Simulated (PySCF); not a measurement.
# TlBr at BHandHLYP

Level: BHandHLYP. Tl def2-SVP with ECP60, Br def2-SVP; scalar-relativistic core potentials (PySCF 2.14).

```json
{"state": "¹Σ⁺ (singlet), closed shell", "bond length": "2.677 Å", "harmonic wavenumber": "193 cm⁻¹", "force constant": "1.26 mdyn/Å", "rotational constant Be": "0.04128 cm⁻¹", "anharmonicity ωexe": "0.394 cm⁻¹", "vibration–rotation constant αe": "0.000119 cm⁻¹", "well depth De to Tl + Br": "3.76 eV", "dissociation energy D0": "3.75 eV", "HOMO–LUMO gap": "6.76 eV", "bond order (Mayer)": "0.94", "dipole moment (positive dipole means Tl(−)Br(+))": "-4.65 D"}
```

These are scalar-relativistic numbers at best; spin–orbit coupling would shift them, the dissociation energy most.
